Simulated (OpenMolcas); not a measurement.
Ni IV.

```yaml
Program: OpenMolcas
Method: CASSCF
Basis: ANO-RCC-VQZP [7s6p4d3f2g1h]
Scalar_Hamiltonian: DKH2, point nucleus
Active_space: 7 electrons in 5 orbitals (3d)
State_averaging: 2S+1 = 4 even, 10 roots; 2S+1 = 2 even, 40 roots
Spin-orbit_coupling: state interaction with AMFI integrals over the reference wave functions, term energies averaged over their components
```

Levels without dynamic correlation, in cm⁻¹ above 3d⁷ ⁴F_9/2:

```tsv
Level	E
3d⁷ ⁴P_5/2	22197
3d⁷ ²G_9/2	22296
3d⁷ ²P_3/2	29402
3d⁷ ²H_11/2	29597
3d⁷ ²D_5/2(1)	32081
3d⁷ ²F_5/2	51021
```

On this reference, MS-CASPT2, IPEA 0.25 Eh, imaginary shift 0.1 Eh (closed shells correlated: 3s 3p) puts 3d⁷ ⁴P_5/2 at 18370 cm⁻¹.

Problem. Estimate the other levels at that method by one scale factor, and say how well it serves.

Solution. The factor is 18370 / 22197 = 0.828. Scaled values beside those that MS-CASPT2 gives and measured ones (Corliss and Sugar, J. Phys. Chem. Ref. Data 10, 197 (1981)):
| Level | Scaled | MS-CASPT2 | Miss (%) | Measured |
| --- | --- | --- | --- | --- |
| 3d⁷ ²G_9/2 | 18461 | 19360 | -4.6 | 19830 |
| 3d⁷ ²P_3/2 | 24345 | 23230 | +4.8 | 23649 |
| 3d⁷ ²H_11/2 | 24506 | 26650 | -8.0 | 26649 |
| 3d⁷ ²D_5/2(1) | 26563 | 26860 | -1.1 | 27096 |
| 3d⁷ ²F_5/2 | 42245 | 43260 | -2.3 | 43438 |
For these levels the scaled values miss MS-CASPT2 by up to 8.0 %, as correlation changes each term by its own factor, spin-orbit parts do not scale and CASPT2 has its own spread within terms. This holds within one configuration; levels of others move differently, and the target method has errors of its own against measurement.

Term energies are means over components that CASPT2 splits; among the terms shown or strongly mixed into the levels shown the widest spread is 1200 cm-1 (3d⁷ ⁴F, MS-CASPT2). Without dynamic correlation excited terms often stand tens of per cent too high (terms of higher spin than the ground term too low), and those without a measured partner can miss by more than the paired ones (holds for CASSCF). The CASPT2 spread within a term exceeds the gap to the next term for 3d⁷ ²H and 3d⁷ ²D(1), so the order of their levels is uncertain (holds for MS-CASPT2). Measured partners are found by configuration, term and J. A level has none where our copy of the source lacks it or the pairing is in doubt (some pairs that miss far off the trend of their configuration count as doubtful), and it then counts in no deviation. Only configurations of the active space appear.

A number in round brackets counts repeated terms of one configuration in the order of the reference energies.
